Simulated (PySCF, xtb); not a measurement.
B(OH)2(OSiH3) (BH5O3Si), SMILES OB(O)O[SiH3].

GFN2-xTB in xtb at its own geometry gives an orbital gap of 6.49 eV and a dipole moment of 3.00 D.

Coordinates come from a PBE0-D3(BJ)/def2-SVP optimisation. The values are those of a single conformer.

### Question
What does r2SCAN/def2-TZVP (PySCF) give? (Estimate from the structure and the level; the computed values follow.)

### Answer
gap 7.41 eV (levels -7.70 and -0.29 eV), dipole 2.99 D.
